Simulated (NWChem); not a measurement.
C$_{3}$H$_{8}$Si; SMILES CC(=C)[SiH3]

Program: NWChem. Pople sets run with spherical d functions. All runs use the structure optimised with PBE0/def2-SVP. Level: PBE/6-31G* with SMD (1 M gas to 1 M solution), gas-phase geometry. Reactions with the solvent are ignored.

Problem. Among these, which solvent gives the highest value of “solvation free energy (kcal/mol)”?
(A) chloroform
(B) 1-propanol
(C) water
(D) anisole

Solution. C, water. Values: chloroform -2.0; anisole -1.2; 1-propanol -1.1; water 2.7
